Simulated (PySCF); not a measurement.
**Working with the constants of CaSe**

RHF-CCSD(T) constants of CaSe, ¹Σ⁺ (singlet), closed shell (basis Ca x2c-SVPall, Se x2c-SVPall; spin-free X2C with a Gaussian nucleus; PySCF 2.14; masses 39.9626 and 79.9165 u):

* ωe: 322.1 cm⁻¹
* ωexe: 1.07 cm⁻¹
* Be: 0.10015 cm⁻¹
* αe: 0.000437 cm⁻¹
* D (centrifugal): 3.87e-08 cm⁻¹
* De to Ca + Se: 2.05 eV

(1) Give the band origin of the fundamental and the first lines of its P and R branches.

(2) Near which J would the R branch turn back, without centrifugal distortion?

Correlated steps freeze 14 core orbitals. Correlated levels converge slowly with the basis: in double zeta they bind strong bonds too weakly, by up to about 1 eV, and carry superposition errors of some tenths. Where the molecule has an RHF reference, its open-shell atoms are computed with UHF. The CCSD T1 diagnostic is raised, a sign that a single reference may not be enough here.

Results:

(1) ν0 = ωe − 2ωexe = 320.0 cm⁻¹, B0 = 0.099932, B1 = 0.099494 cm⁻¹.

| J″ | P(J″) − ν0 | R(J″) − ν0 |
| --- | --- | --- |
| 0 |  | 0.199 |
| 1 | -0.200 | 0.397 |
| 2 | -0.401 | 0.594 |
| 3 | -0.602 | 0.791 |
| 4 | -0.805 | 0.986 |
| 5 | -1.008 | 1.181 |
| 6 | -1.212 | 1.375 |

(2) At J ≈ (B0 + B1)/(2(B0 − B1)) − 1 ≈ 230.
